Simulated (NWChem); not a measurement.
# CH3BrTe; SMILES Br[Te]C

Program: NWChem. All runs use the structure optimised with PBE0/def2-SVP. def2 effective core potentials on Te; no spin-orbit coupling. Level PBE/def2-SVP: energy and gradient on several grids; changes count from the extra-fine grid, which is no exact limit either.

```json
[
 {"grid": "xcoarse", "size of the energy change (μHa)": "700", "largest change of a gradient component (μHa/bohr)": "3000"},
 {"grid": "coarse", "size of the energy change (μHa)": "60", "largest change of a gradient component (μHa/bohr)": "400"},
 {"grid": "medium", "size of the energy change (μHa)": "< 10", "largest change of a gradient component (μHa/bohr)": "30"},
 {"grid": "fine", "size of the energy change (μHa)": "< 10", "largest change of a gradient component (μHa/bohr)": "< 30"},
 {"grid": "xfine", "size of the energy change (μHa)": "< 10", "largest change of a gradient component (μHa/bohr)": "< 30"}
]
```
